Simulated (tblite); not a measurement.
Species: C₆H₆N (doublet state).
Cartesian coordinates in Å at the GFN2-xTB level; atoms count from 1:
```xyz
13
C6H6N angstrom
C      2.3103   -0.1309    0.0608
C      0.9309   -0.1259    0.0323
C      0.1829    1.0789   -0.1253
C     -1.1889    1.0235   -0.1490
C     -1.8168   -0.2129   -0.0151
C     -1.0116   -1.3446    0.1390
N      0.2934   -1.3225    0.1619
H      2.8382   -1.0577    0.1829
H      2.8761    0.7775   -0.0357
H      0.7105    2.0157   -0.2223
H     -1.7762    1.9234   -0.2690
H     -2.8915   -0.2998   -0.0284
H     -1.4616   -2.3242    0.2502
```

Computed values, GFN2-xTB/tblite, gas phase, harmonic and unscaled. Errors from tens to a few hundred cm⁻¹ against measured bands are possible. One conformer, not necessarily the lowest. Open shells enter through the occupations alone, without spin polarisation, and single modes of such species can be off by tens of per cent.

Harmonic wavenumbers (cm⁻¹): 158.4, 341.9, 346.1, 416.5, 515.8, 524.2, 595.9, 679.9, 736.5, 770.5, 838.8, 859.8, 912.3, 928.1, 932.1, 976.7, 1078.8, 1122.8, 1160.4, 1244.6, 1299.9, 1325.4, 1379.8, 1417.3, 1454.9, 1503.8, 1557.1, 3040.1, 3063.3, 3085.7, 3099.6, 3124.8, 3173.1.

A = 5752, B = 2877, C = 1918 MHz; mass 92.050 u (most abundant isotopes); point group Cs, symmetry number 1; spin multiplicity 2.

Task: What is the zero-point energy?

Result: Half the sum of the wavenumbers: 21832 cm⁻¹ = 261.17 kJ/mol.

Task: Entropy at 350 K, 1 bar (ideal gas, RRHO, classical rotation)?

Result: Translation 168.59, rotation 113.79, vibration 52.55, spin (R ln 2) 5.76: S = 340.7 J/(mol K).

Task: And Cp and H(350 K) − H(0)?

Result: Cp = 121.26 J/(mol K), of which vibrations give 88.00 (their classical limit is 33 R = 274.4); H(350 K) − H(0) = 23.64 kJ/mol without the zero-point energy, 12.00 from vibrations.

Task: How do the functions run with temperature in this model?

Result: 
```
 T (K)  S (J/(mol K))  Cp (J/(mol K))  H − H(0) (kJ/mol)  G − H(0) (kJ/mol)  ln q(vib)
    50          223.9            35.2               1.68              -9.51       0.01
   100          250.5            43.2               3.62             -21.43       0.13
298.15          322.6           104.1              17.79             -78.40       1.61
373.15          348.7           128.5              26.53            -103.58       2.47
   500          391.3           163.0              45.12            -150.54       4.13
   750          466.8           208.0              92.01            -258.06       7.68
  1000          530.7           235.6             147.72            -382.96      11.20
```

q(vib) and H(0) count from the zero-point level.

Task: Which modes carry the vibrational entropy at 350 K?

Result: 158.4 cm⁻¹: 12.03; 341.9 cm⁻¹: 6.14; 346.1 cm⁻¹: 6.05; 416.5 cm⁻¹: 4.79; 515.8 cm⁻¹: 3.47; 524.2 cm⁻¹: 3.37 J/(mol K); the other 27 give 16.71 together.

Task: What must be added to the electronic energy to get the Gibbs energy at 350 K and 1 bar?

Result: ZPE + [H(350 K) − H(0)] − T·S = 261.17 + 23.64 − 119.24 = 165.57 kJ/mol.

Hindered rotation and anharmonicity are outside this model. Other conformers, if any are populated, would add a mixing term that is left out.

On one thread, Arm Neoverse V2 (aarch64) (shared host), this took 0.25 s of wall time. This covers the Hessian and the dipole derivatives.
